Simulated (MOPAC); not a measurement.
MOPAC input (AM1):

```
AM1 1SCF GEO-OK AUX(PRECISION=9) THREADS=1
C3H7BO2

C     2.52073900 1   -0.61291000 1   -0.30646900 1
C     1.27512500 1   -0.92863400 1    0.02718300 1
C     0.35780200 1   -0.07320900 1    0.84939200 1
B    -0.93760900 1    0.37333100 1    0.06476200 1
O    -1.64400400 1   -0.58742500 1   -0.61261700 1
O    -1.30175000 1    1.69344100 1    0.11018300 1
H     3.12578500 1   -1.26855700 1   -0.91947600 1
H     2.97971800 1    0.31277200 1    0.02291400 1
H     0.85448700 1   -1.86392100 1   -0.33054500 1
H     0.88585000 1    0.80202800 1    1.23145300 1
H     0.01799100 1   -0.64854300 1    1.72173300 1
H    -2.42653100 1   -0.28915200 1   -1.08610000 1
H    -2.10522500 1    1.92910200 1   -0.36495000 1
```

Output:

```
 *******************************************************************************
 **                                                                           **
 **                              MOPAC v23.2.5                                **
 **                                                                           **
 *******************************************************************************
 ** MOPAC's Digital Object Identifier: https://doi.org/10.5281/zenodo.6511958 **
 **                                                                           **
 ** Please cite the open-source release paper for use of this MOPAC version:  **
 ** J. E. Moussa and J. J. P. Stewart (2026)                                  **
 ** MOPAC: An open-source semiempirical molecular orbital program             **
 ** J. Open Source Softw., 11(119), 8025, https://doi.org/10.21105/joss.08025 **
 *******************************************************************************

                              AM1 CALCULATION RESULTS

 *******************************************************************************
 *  AM1        - The AM1 Hamiltonian to be used
 *  GEO-OK     - OVERRIDE INTERATOMIC DISTANCE AND OTHER SAFETY CHECKS
 *  1SCF       - DO 1 SCF AND THEN STOP
 *  AUX        - OUTPUT AUXILIARY INFORMATION
 *******************************************************************************
AM1 1SCF GEO-OK AUX(PRECISION=9) THREADS=1
 C3H7BO2

   ATOM   CHEMICAL          X               Y               Z
  NUMBER   SYMBOL      (ANGSTROMS)     (ANGSTROMS)     (ANGSTROMS)

     1       C          2.52073900  *  -0.61291000  *  -0.30646900  *
     2       C          1.27512500  *  -0.92863400  *   0.02718300  *
     3       C          0.35780200  *  -0.07320900  *   0.84939200  *
     4       B         -0.93760900  *   0.37333100  *   0.06476200  *
     5       O         -1.64400400  *  -0.58742500  *  -0.61261700  *
     6       O         -1.30175000  *   1.69344100  *   0.11018300  *
     7       H          3.12578500  *  -1.26855700  *  -0.91947600  *
     8       H          2.97971800  *   0.31277200  *   0.02291400  *
     9       H          0.85448700  *  -1.86392100  *  -0.33054500  *
    10       H          0.88585000  *   0.80202800  *   1.23145300  *
    11       H          0.01799100  *  -0.64854300  *   1.72173300  *
    12       H         -2.42653100  *  -0.28915200  *  -1.08610000  *
    13       H         -2.10522500  *   1.92910200  *  -0.36495000  *

          CARTESIAN COORDINATES

    NO.       ATOM           X           Y           Z

     1         C          2.5207     -0.6129     -0.3065
     2         C          1.2751     -0.9286      0.0272
     3         C          0.3578     -0.0732      0.8494
     4         B         -0.9376      0.3733      0.0648
     5         O         -1.6440     -0.5874     -0.6126
     6         O         -1.3017      1.6934      0.1102
     7         H          3.1258     -1.2686     -0.9195
     8         H          2.9797      0.3128      0.0229
     9         H          0.8545     -1.8639     -0.3305
    10         H          0.8859      0.8020      1.2315
    11         H          0.0180     -0.6485      1.7217
    12         H         -2.4265     -0.2892     -1.0861
    13         H         -2.1052      1.9291     -0.3650

  H: (AM1): M.J.S. DEWAR ET AL, J. AM. CHEM. SOC. 107 3902-3909 (1985)
  B: (AM1): M.J.S. DEWAR ET AL, ORGANOMETALLICS, 7, 513-521 (1988)
  C: (AM1): M.J.S. DEWAR ET AL, J. AM. CHEM. SOC. 107 3902-3909 (1985)
  O: (AM1): M.J.S. DEWAR ET AL, J. AM. CHEM. SOC. 107 3902-3909 (1985)

           Empirical Formula: C3 H7 O2 B  =    13 atoms

      MOLECULAR POINT GROUP   :   C1

      RHF CALCULATION, NO. OF DOUBLY OCCUPIED LEVELS = 17

 -------------------------------------------------------------------------------
 AM1 1SCF GEO-OK AUX(PRECISION=9) THREADS=1
 C3H7BO2

     1SCF WAS SPECIFIED, SO BFGS WAS NOT USED
     SCF FIELD WAS ACHIEVED

                              AM1 CALCULATION
                                                       MOPAC v23.2.5 Linux

          FINAL HEAT OF FORMATION =       -150.03217 KCAL/MOL =    -627.73460 KJ/MOL

          COSMO AREA              =        131.61 SQUARE ANGSTROMS
          COSMO VOLUME            =        117.34 CUBIC ANGSTROMS

          IONIZATION POTENTIAL    =          9.936443 EV
          HOMO LUMO ENERGIES (EV) =         -9.936  1.328
          NO. OF FILLED LEVELS    =         17
          MOLECULAR WEIGHT        =         85.8971         POINT GROUP:  C1

          MOLECULAR DIMENSIONS (Angstroms)

            Atom       Atom       Distance
            H    13    H     7     6.15597
            H    10    H    12     3.65727
            H    11    H     8     2.72127

          SCF CALCULATIONS        =          1

   ATOM   CHEMICAL          X               Y               Z
  NUMBER   SYMBOL      (ANGSTROMS)     (ANGSTROMS)     (ANGSTROMS)

     1       C          2.52073900  *  -0.61291000  *  -0.30646900  *
     2       C          1.27512500  *  -0.92863400  *   0.02718300  *
     3       C          0.35780200  *  -0.07320900  *   0.84939200  *
     4       B         -0.93760900  *   0.37333100  *   0.06476200  *
     5       O         -1.64400400  *  -0.58742500  *  -0.61261700  *
     6       O         -1.30175000  *   1.69344100  *   0.11018300  *
     7       H          3.12578500  *  -1.26855700  *  -0.91947600  *
     8       H          2.97971800  *   0.31277200  *   0.02291400  *
     9       H          0.85448700  *  -1.86392100  *  -0.33054500  *
    10       H          0.88585000  *   0.80202800  *   1.23145300  *
    11       H          0.01799100  *  -0.64854300  *   1.72173300  *
    12       H         -2.42653100  *  -0.28915200  *  -1.08610000  *
    13       H         -2.10522500  *   1.92910200  *  -0.36495000  *

                             CARTESIAN COORDINATES

   1    C        2.520739000    -0.612910000    -0.306469000
   2    C        1.275125000    -0.928634000     0.027183000
   3    C        0.357802000    -0.073209000     0.849392000
   4    B       -0.937609000     0.373331000     0.064762000
   5    O       -1.644004000    -0.587425000    -0.612617000
   6    O       -1.301750000     1.693441000     0.110183000
   7    H        3.125785000    -1.268557000    -0.919476000
   8    H        2.979718000     0.312772000     0.022914000
   9    H        0.854487000    -1.863921000    -0.330545000
  10    H        0.885850000     0.802028000     1.231453000
  11    H        0.017991000    -0.648543000     1.721733000
  12    H       -2.426531000    -0.289152000    -1.086100000
  13    H       -2.105225000     1.929102000    -0.364950000

           Empirical Formula: C3 H7 O2 B  =    13 atoms

      MOLECULAR POINT GROUP   :   C1

                  EIGENVALUES
 -38.35307 -36.41477 -34.95434 -28.38282 -21.63026 -20.29667 -19.32675 -16.57918
 -15.87171 -14.75808 -14.15636 -13.34361 -13.18803 -12.53300 -12.41929 -11.73199
  -9.93644   1.32815   2.41471   2.76302   3.54367   4.24148   4.55081   4.76413
   5.02048   5.25769   5.38113   5.82436   5.93494   6.33113   8.23821

              NET ATOMIC CHARGES AND DIPOLE CONTRIBUTIONS

  ATOM NO.   TYPE          CHARGE      No. of ELECS.   s-Pop       p-Pop
    1          C          -0.228384        4.2284     1.24037     2.98801
    2          C          -0.145978        4.1460     1.22640     2.91958
    3          C          -0.143577        4.1436     1.20839     2.93519
    4          B           0.228012        2.7720     1.14560     1.62639
    5          O          -0.341830        6.3418     1.83868     4.50315
    6          O          -0.340069        6.3401     1.83875     4.50132
    7          H           0.112178        0.8878     0.88782
    8          H           0.108613        0.8914     0.89139
    9          H           0.122929        0.8771     0.87707
   10          H           0.097081        0.9029     0.90292
   11          H           0.099851        0.9001     0.90015
   12          H           0.215012        0.7850     0.78499
   13          H           0.216161        0.7838     0.78384
 DIPOLE           X         Y         Z       TOTAL
 POINT-CHG.    -0.634     0.128    -0.151     0.664
 HYBRID        -0.995     0.316    -0.580     1.195
 SUM           -1.630     0.444    -0.731     1.840

          ATOMIC ORBITAL ELECTRON POPULATIONS

     Atom    s        px        py        pz
    1  C   1.24037   0.96196   1.01447   1.01159
    2  C   1.22640   0.94348   0.99451   0.98158
    3  C   1.20839   0.95726   0.99679   0.98114
    4  B   1.14560   0.59489   0.58602   0.44548
    5  O   1.83868   1.40018   1.47716   1.62581
    6  O   1.83875   1.43358   1.37638   1.69137
    7  H   0.88782
    8  H   0.89139
    9  H   0.87707
   10  H   0.90292
   11  H   0.90015
   12  H   0.78499
   13  H   0.78384

 **********************
 *                    *
 * JOB ENDED NORMALLY *
 *                    *
 **********************

 == MOPAC DONE ==
```

The geometry given is a B3LYP-D3(BJ)/def2-TZVP minimum.
